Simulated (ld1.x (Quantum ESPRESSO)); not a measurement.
N, TM: configuration errors across variants

* Element: nitrogen (N)
* Generator: ld1.x (Quantum ESPRESSO) 7.5
* Type: norm-conserving Troullier–Martins (Kleinman–Bylander form)
* Functional: PBEsol
* Relativity: scalar-relativistic
* Frozen core: [He]
* Valence charge: 5
* Reference configuration: 2s2 2p3
* Partial waves: 2p (bound): rc 1.25 bohr; 2s (bound): rc 0.95 bohr
* Local potential: the s channel
* Core correction: Bessel-smoothed model core, default radius (core density twice the valence density)

All-electron excitation energies from the reference (eV): (1) 2s2 2p2 13.521; (2) 2s2 2p1 42.258; (3) 2s2 2p0 89.143; (4) 2s1 2p0 166.660; (5) 2s1 2p3 25.236; (6) 2s1 2p4 11.434; (7) 2s0 2p5 22.896.

Errors AE − PS in meV (a dash: test not solved or not reliable):

```csv
change,(1),(2),(3),(4),(5),(6),(7),bound ghosts
base,+3.7,+50,+264,+499,-2.0,+5.7,+24,none
wave 2p (bound): rc 1.25 bohr becomes 2p (bound): rc 0.84 bohr,-0.8,+1.3,+30,+139,+3.2,+1.1,+5.4,none
wave 2p (bound): rc 1.25 bohr becomes 2p (bound): rc 1.06 bohr,+0.8,+20,+121,+276,+2.4,+4.1,+18,none
wave 2p (bound): rc 1.25 bohr becomes 2p (bound): rc 1.26 bohr,+3.7,+50,+264,+499,-2.0,+5.7,+24,none
wave 2p (bound): rc 1.25 bohr becomes 2p (bound): rc 1.62 bohr,+14,+153,+705,+1202,-23,+4.5,+20,none
wave 2p (bound): rc 1.25 bohr becomes 2p (bound): rc 1.88 bohr,+29,+287,+1235,+2041,-51,0.0,+1.6,none
```

Q: Give the same row for: wave 2p (bound): rc 1.25 bohr becomes 2p (bound): rc 1.48 bohr.

A: +9.7, +111, +529, +921, -14, +5.5, +23; bound ghosts: none.
